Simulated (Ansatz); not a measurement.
Isolated molecules relaxed with PBE0-D4/def2-TZVP in Ansatz; ΔE leaves out vibrations. CBS: MP2 limit from def2 TZ/QZ plus the TZ coupled-cluster correction, frozen cores. This one scheme is used for every species. Functionals use def2-TZVPP. Each species was taken in one conformer, which may not be the lowest.

Reaction (cleavage of the Si–Si bond): `N[SiH2][SiH](N)O` + `N[SiH2]S` → `N[SiH2]S[SiH](N)O` + `N[SiH3]`

`N[SiH2][SiH](N)O`:

Cartesian coordinates in Å:
```
N 0.492 -0.017 1.936
Si -0.769 0.700 0.974
Si -0.412 -0.021 -1.239
N 0.516 -1.434 -0.990
O 0.330 1.083 -2.224
H 1.448 0.232 1.733
H 0.359 -0.062 2.935
H -2.049 0.159 1.513
H -0.863 2.191 1.071
H -1.676 -0.268 -1.983
H 0.671 -2.151 -1.679
H 0.723 -1.732 -0.050
H 1.230 1.320 -1.996
```

`N[SiH2]S`:

Z-matrix (Å, degrees):
```
Si
S 1 2.151
N 1 1.706 2 111.5
H 1 1.484 2 111.6 3 -117.8
H 1 1.485 2 105.8 3 122.4
H 2 1.343 1 94.3 3 -148.1
H 3 1.006 1 122.1 2 53.2
H 3 1.006 1 120.4 2 -98.6
```

`N[SiH2]S[SiH](N)O`:

Z-matrix (Å, degrees):
```
Si
S 1 2.115
N 1 1.743 2 109.2
H 1 1.485 2 113.4 3 115.9
H 1 1.486 2 105.8 3 -123.7
Si 2 2.176 1 99.5 3 -59.4
H 3 1.011 1 116.7 2 160.3
H 3 1.011 1 117.2 2 -66.6
N 6 1.694 2 111.1 1 165.4
O 6 1.626 2 108.0 1 44.4
H 6 1.482 2 107.4 1 -78.3
H 9 1.006 6 120.9 2 90.5
H 9 1.006 6 122.4 2 -64.9
H 10 0.978 6 115.1 2 -19.7
```

`N[SiH3]`:

Z-matrix (Å, degrees):
```
Si
N 1 1.720
H 1 1.486 2 107.9
H 1 1.494 2 116.0 3 -120.3
H 1 1.486 2 107.9 3 119.4
H 2 1.007 1 119.6 3 -168.6
H 2 1.007 1 119.6 3 49.2
```

(1) Is it downhill or uphill in electronic energy at CCSD(T)/CBS, and by how much? (Best estimate.)

(2) What do these levels give: PBE0-D4, B2PLYP, PBE0, CCSD/def2-TZVPP, MP2/def2-QZVPP, MP2/CBS(def2)? (An estimate is asked.)

Largest T1 diagnostic among the species: 0.012.

## Answers

(1) Ansatz gave: Downhill: ΔE = -108.8 kJ/mol.

(2) Ansatz gave: PBE0-D4 -104.5, B2PLYP -107.1, PBE0 -100.4, CCSD/def2-TZVPP -105.5, MP2/def2-QZVPP -120.0, MP2/CBS(def2) -120.3 kJ/mol.

The D4 term adds −7.8 kJ/mol with B3LYP and −4.1 kJ/mol with PBE0; it sums over pairs of atoms, weighted by their polarisabilities, and B3LYP, whose exchange is more repulsive, gets the larger term. In def2-TZVPP, CCSD(T) changes the Hartree–Fock value by −4.6 kJ/mol (the triples alone add −2.9 kJ/mol) and MP2 by −16.1 kJ/mol. From PBE to PBE0 (25 % exact exchange), in def2-TZVPP and without D4, ΔE moves by −4.7 kJ/mol.

B3LYP here is the variant with VWN-RPA as its local correlation; programs differ in this.
